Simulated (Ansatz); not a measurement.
Breaking the Ga1–H2 bond in GaH4N (SMILES [NH2][GaH2]) (multiplicity 1 held, fragments rigid). Energies count from the point at 1.562 Å.
Geometry at that point (charge 0, multiplicity 1):
```
atom    x (Å)    y (Å)    z (Å)
----  -------  -------  -------
Ga     0.0071  -0.1752  -0.3421
H     -1.2916  -0.0769  -1.2036
H      1.3319  -0.9094  -0.7224
N     -0.0268   0.6560   1.2808
H     -0.8205   1.1614   1.6389
H      0.7460   0.6643   1.9262
```

Restricted levels (R-, RO-) in cc, def2 and unpolarised 6-31G sets keep to the state of the molecule at rest. U- levels take the lowest unrestricted solution at each point, which mixes spins at long bonds. Active spaces are followed from a long bond inwards. Levels need not reach the same state.

Correlated levels freeze the cores. Filled d and f shells under p-block atoms count as core.

Programs: Ansatz (an electronic-structure program). Values without a source in brackets are computed.

Energies in kcal/mol.

| R (Å) | R-MP2/cc-pVDZ | U-MP2/cc-pVDZ | R-CCSD(T)/cc-pVDZ | SC-NEVPT2 on CASSCF(2,2)/cc-pVDZ | FIC-MRCISD+Q on CASSCF(2,2)/cc-pVDZ |
|---|---|---|---|---|---|
| 1.249 | 28.9 | 28.9 | 29.2 | 29.5 | 29.1 |
| 1.405 | 6.0 | 6.0 | 6.3 | 6.5 | 6.2 |
| 1.562 | 0.0 | 0.0 | 0.0 | 0.0 | 0.0 |
| 1.718 | 2.9 | 2.9 | 2.5 | 2.2 | 2.6 |
| 1.874 | 10.5 | 10.5 | 9.6 | 8.8 | 9.7 |
| 2.108 | 25.7 | 25.7 | 23.7 | 22.2 | 23.7 |
| 2.342 | 41.9 | 45.4 | 38.1 | 35.9 | 38.1 |
| 2.733 | 66.4 | 67.2 | 57.9 | 55.0 | 57.8 |
| 3.123 | 85.8 | 74.7 | 70.6 | 67.4 | 70.6 |
| 3.592 | 102.2 | 77.5 | 77.0 | 74.9 | 78.2 |
| 4.216 | 113.5 | 78.5 | 77.2 | 78.1 | 81.5 |
| 4.997 | 114.0 | 78.7 | 74.4 | 78.9 | 82.3 |

Doubts at one or more of the structures used: a restricted determinant that unrestricted orbitals would lower (R-MP2/cc-pVDZ, R-CCSD(T)/cc-pVDZ); a spin-contaminated determinant (U-MP2/cc-pVDZ); other coupled-cluster roots lie near (R-CCSD(T)/cc-pVDZ); T1 above 0.05 (R-CCSD(T)/cc-pVDZ).
